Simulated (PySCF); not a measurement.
PySCF 2.14 output of an unrestricted PBE0 calculation on a single atom or ion in x2c-TZVPPall, with scalar relativity by spin-free X2C-1e:

```
SCF conv_tol = 1e-09
number electrons alpha = 33  beta = 28
    C. Adamo and V. Barone.,  J. Chem. Phys. 110, 6158 (1999)
    M. Ernzerhof and G. E. Scuseria.,  J. Chem. Phys. 110, 5029 (1999)
cycle= 1 E= -10019.396577413  delta_E= -0.0202  |g|= 0.047  |ddm|= 0.594
cycle= 2 E= -10019.3992281001  delta_E= -0.00265  |g|= 0.0344  |ddm|= 0.199
cycle= 3 E= -10019.4007071005  delta_E= -0.00148  |g|= 0.0122  |ddm|= 0.113
cycle= 4 E= -10019.4026641278  delta_E= -0.00196  |g|= 0.0112  |ddm|= 0.175
cycle= 5 E= -10019.4039165874  delta_E= -0.00125  |g|= 0.00843  |ddm|= 0.15
cycle= 6 E= -10019.4050665202  delta_E= -0.00115  |g|= 0.00205  |ddm|= 0.277
cycle= 7 E= -10019.4051185422  delta_E= -5.2e-05  |g|= 0.00138  |ddm|= 0.0409
cycle= 8 E= -10019.4051370225  delta_E= -1.85e-05  |g|= 0.000959  |ddm|= 0.032
cycle= 9 E= -10019.4051478194  delta_E= -1.08e-05  |g|= 0.000347  |ddm|= 0.0293
cycle= 10 E= -10019.4051485334  delta_E= -7.14e-07  |g|= 5.48e-05  |ddm|= 0.00632
cycle= 11 E= -10019.405148542  delta_E= -8.57e-09  |g|= 1.07e-05  |ddm|= 0.000644
cycle= 12 E= -10019.4051485419  delta_E= 9.09e-11  |g|= 7.98e-06  |ddm|= 0.000371
converged SCF energy = -10019.4051485419  <S^2> = 9.4098622  2S+1 = 6.2160638
```

The run itself started from symmetry-adapted Hartree-Fock orbitals and held the occupation by maximum overlap, on a logarithmic radial grid, so the iterations belong to that start.

**Question.** Which element, charge and spin multiplicity is this?

**Answer.** Pm (promethium, neutral), multiplicity 6; the state was [Xe] 4f4 6s2 6p1, one real determinant (an excited configuration).

⟨L²⟩ = 38.50 against 56 for a pure K term, so this real determinant mixes terms. Spin-orbit coupling, absent here, splits the open shell strongly. ⟨S²⟩ = 9.41 against 8.75 shows spin contamination. The s, p, d and f populations moved away from the nominal configuration during the SCF.
